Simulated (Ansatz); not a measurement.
Two members of one family (Series GeX4), computed with Ansatz in the gas phase. The two geometries come from different levels. A negative affinity means that the extra electron isn't bound at that geometry and level; within about 0.2 eV of zero the sign isn't settled. Binding counts from free atoms in the multiplicity of their measured ground term, without zero-point energy. A dash marks a value that wasn't run or was left out as unsound. The structures are stationary points that may keep the symmetry of their start. Remarks come from the PBE and PBE0 runs and from stability tests at other levels; not every state was tested. A HOMO above zero means that the electron is unbound at that level and held by the basis, or that self-interaction error raises the level; the energy of removing that electron tells which.

First: GeH4 (singlet, charge 0, B3LYP-D4/def2-TZVP geometry).

```xyz
5

Ge    0.000    0.000    0.000
H     0.374   -0.015    1.489
H     0.733    1.154   -0.700
H    -1.517    0.193   -0.145
H     0.410   -1.333   -0.644
```

```tsv
level	HOMO (eV)	LUMO (eV)	gap (eV)	vertical EA (eV)	binding per atom (eV)
PBE-D4/def2-TZVPD	-8.35	-0.44	7.90	-1.24	2.50
r2SCAN-D4/def2-TZVPD	-8.69	0.33	9.03	-1.38	2.56
B3LYP-D4/def2-TZVP	-9.45	0.69	10.14	–	2.56
PBE0-D4/def2-TZVPD	-9.65	0.24	9.88	-1.37	2.51
CAM-B3LYP-D4/def2-TZVP	-11.07	1.93	12.99	–	2.58
```

Remarks: HOMO above zero (-1 doublet).

Second: GeCl4 (singlet, charge 0, PBE-D4/def2-SVP geometry).

```xyz
5

Ge    0.000    0.000    0.000
Cl    1.095   -1.295   -1.317
Cl   -2.085   -0.059   -0.509
Cl    0.729    2.009   -0.201
Cl    0.261   -0.655    2.028
```

Problem. Estimate how these quantities change from the first to the second (second minus first).

Solution. 
```tsv
level	Δ HOMO (eV)	Δ LUMO (eV)	Δ gap (eV)	Δ vertical EA (eV)	Δ binding per atom (eV)
PBE-D4/def2-TZVPD	0.08	-3.25	-3.33	2.45	0.48
r2SCAN-D4/def2-TZVPD	0.05	-3.80	-3.86	2.43	0.39
B3LYP-D4/def2-TZVP	0.08	-3.64	-3.73	–	0.25
PBE0-D4/def2-TZVPD	-0.07	-2.98	-2.91	2.42	0.41
CAM-B3LYP-D4/def2-TZVP	0.02	-3.55	-3.56	–	0.23
```

Remarks: HOMO above zero (-1 doublet).
